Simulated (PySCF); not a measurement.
A structure optimised at B3LYP-D3(BJ)/def2-TZVP, used in a PySCF frequency run:

```xyz
7

Se     0.0000     0.0000    -0.4146
N     -1.5045     0.0000     0.6578
H     -1.6009     0.8337     1.2220
H     -1.6009    -0.8337     1.2220
N      1.5045     0.0000     0.6578
H      1.6009    -0.8337     1.2220
H      1.6009     0.8337     1.2220
```
Charge 0, spin multiplicity 1.

**Question.** Write its SMILES, formula and point group.

**Answer.** N[Se]N, H₄N₂Se, C2v

**Question.** What are its rotational constants (standard atomic weights)?

**Answer.** 14.986, 6.6026, 4.8287 GHz
